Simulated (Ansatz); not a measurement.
`[F][Al]1[SiH2]NC[S]1` at its PBE0-D4/def2-TZVP geometry, where that method's forces vanish. Total charge 0; spin multiplicity 1.

```xyz
11

F     2.4979   -2.5183    0.3340
Al    1.3888   -1.3033    0.2480
Si   -0.2715   -0.4842   -1.3221
N    -1.0311    0.5186   -0.1008
C    -0.2042    1.1428    0.8845
S     0.9523    0.0382    1.8993
H     0.2220    0.3460   -2.4562
H    -1.3013   -1.4250   -1.8357
H    -1.8868    0.1526    0.2900
H    -0.8096    1.6454    1.6373
H     0.4436    1.8872    0.4216
```

Q: What forces (eV/Å) does B3LYP-D4/def2-TZVPP give on these atoms in Ansatz 0.2.0? (Estimate.)

A: Computed: 
```
F1   0.106 -0.119  0.006
Al2 -0.036  0.017 -0.072
Si3 -0.023 -0.086 -0.224
N4  -0.172 -0.094 -0.101
C5  -0.061  0.429  0.097
S6   0.182 -0.122  0.252
H7  -0.030 -0.048  0.061
H8   0.061  0.063  0.024
H9  -0.013  0.023 -0.010
H10  0.043 -0.021 -0.068
H11 -0.056 -0.041  0.034
```

B3LYP here is the variant with VWN-RPA as its local correlation; programs differ in this.
